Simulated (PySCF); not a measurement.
(Z)-1-bromo-2-chloro-1,2-difluoroethene (C2BrClF2), SMILES F/C(Cl)=C(\F)Br. Heavy atoms are numbered as in [F:1]/[C:2]([Cl:3])=[C:4](\[F:5])[Br:6].

Geometry optimised at TPSSh-D3(BJ)/def2-SVP.

Computed with PBE/def2-TZVP (PySCF).

ESP charges are fitted to the potential on shells at 1.4 to 2.0 van der Waals radii. Atomic charges (e), one atom of each kind:

```csv
atom,Löwdin,ESP fit
F1,0.24,-0.06
C2,-0.69,0.10
Cl3,0.45,-0.02
C4,-0.65,0.02
F5,0.24,-0.05
Br6,0.40,0.01
```

Computed Mayer and Wiberg (Löwdin basis) orders of the bonds:
```
bond    Mayer  Wiberg
------  -----  ------
F1–C2    1.14    1.81
C2–Cl3   1.23    1.79
C2–C4    1.67    1.92
C4–F5    1.12    1.80
C4–Br6   1.18    1.70
```
